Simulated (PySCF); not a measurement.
NMR data simulated for an unnamed compound:

1H NMR (500 MHz, computed): δ 7.02 (m, 2H), 6.65 (m, 2H), 4.68 (q, 2H), 4.67 (s, 2H), 2.56 (t, 3H).

13C{1H} NMR (computed): δ 132.7 (CH), 121.0 (CH).

PySCF calculation with PBE0-D3(BJ)/def2-SVP geometry and HF/pcSseg-1 with gauge-including orbitals; averaged over atoms made equivalent by symmetry, fast rotation or ring inversion, no solvent model, no relativistic terms, one conformer.

δ = σ(ref) − σ, references computed at the same level: 1H (31.69 ppm) and 13C (190.85 ppm) vs TMS.

**Question.** Which of these does the molecule contain: a Si–H bond, a benzene ring, a non-aromatic C=C double bond, a carboxylic acid, a heteroaromatic ring?

**Answer.** 
- A Si–H bond: yes (δH 2.56 (t)).
- A benzene ring: no.
- A non-aromatic C=C double bond: no.
- A carboxylic acid: no.
- A heteroaromatic ring: yes.

The data belong to `[SiH3][SiH2]O[SiH2]n1cccc1`, C₄H₁₁NOSi₃; they needn't prove each group on their own.

Carbon signals by region: 2 in the sp2 and nitrile region (100–160 ppm).

Shifts are as computed. Against solution values, carbons near 30 ppm lie about -0 ppm off and those near 130 ppm about +7 ppm. Of 1309 compounds with measured shifts, 239 miss one by over three times the rms of a fit or turn the order of signals round; such compounds aren't used in these exercises. Multiplicities follow the n + 1 count of equivalent neighbours, as no J values were calculated; m marks all less simple cases, F and P coupling included.
